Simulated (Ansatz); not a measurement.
System: TiH, net charge 0, quartet state. SMILES: [TiH]
Geometry from a B3LYP-D3(BJ)/def2-TZVP (Ansatz, an electronic-structure program) optimisation:
```
Ti
H 1 1.7615
```
Charge 0, spin multiplicity 4.

Property: atomisation energy, in kcal/mol. Conventions: non-relativistic; atomisation electronic, to ground-state atoms; open shells spin-unrestricted; valence correlation only (noble-gas shells and the d and f shells of earlier blocks); six Cartesian d functions in 6-31G* and its kin unless marked 5d; no spin-orbit coupling; LANL2DZ with its own core potentials from Na on. Ab initio and DFT rows: single points at B3LYP-D3(BJ) geometries (Ansatz). The spin state of an ion or metal species was assumed, not searched.

```tsv
level	program	atomisation energy (kcal/mol)
HF/6-31G* with LANL2DZ past Ar	Ansatz	35.5
B3LYP/def2-SVP	Ansatz	58.3
B3LYP/6-31G* with LANL2DZ past Ar	Ansatz	63.3
PBE0/6-31G* with LANL2DZ past Ar	Ansatz	64.1
MP2/LANL2DZ	Ansatz	36.5
MP2/6-31G* with LANL2DZ past Ar	Ansatz	35.8
PBE0/def2-TZVPD	Ansatz	62.6
wB97X-V/def2-TZVPD	Ansatz	59.7
```

No value to compare with is used here. The 6 habitual levels span 35.5 (HF/6-31G* with LANL2DZ past Ar) to 64.1 kcal/mol (PBE0/6-31G* with LANL2DZ past Ar); wB97X-V/def2-TZVPD gives 59.7.

The levels are drawn from those run, B3LYP/6-31G* more often than the rest, none by its result; left out are runs that failed, that the program found above a lower state of the same kind, or whose <S^2> lies over 0.5 above the pure value.
